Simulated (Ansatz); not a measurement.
Species: sum formula HSiOF3, net charge 0, singlet state. 
Structure (B3LYP-D3(BJ)/def2-TZVP (Ansatz, a program for electronic structure) minimum search):
```
Si
F 1 1.5705
F 1 1.5778 2 108.73
F 1 1.5778 2 108.77 3 115.93
O 1 1.6083 2 107.63 3 -122.04
H 5 0.9599 1 121.09 2 -179.33
```
Charge 0, spin multiplicity 1.

Basis-set convergence of Hartree-Fock and CCSD correlation energies (hartree) with Ansatz. Correlated levels leave the core frozen unless marked. No spin-orbit coupling. No relativistic terms.

```json
[
 {"basis": "cc-pV(D+d)Z", "functions": "84", "E(HF)": "-662.96182", "E(corr, CCSD)": "-0.84511"},
 {"basis": "cc-pV(T+d)Z", "functions": "173", "E(HF)": "-663.14388", "E(corr, CCSD)": "-1.10334"},
 {"basis": "cc-pV(Q+d)Z", "functions": "314", "E(HF)": "-663.18467", "E(corr, CCSD)": "-1.19697"}
]
```

Extrapolating the two largest sets (X = 3 and 4) as X^-3: E(corr) = (64·(-1.19697) - 27·(-1.10334))/37 = -1.2653 Eh, an estimate of the basis-set limit. The largest set recovers 94.6 % of it, the smallest 66.8 %.
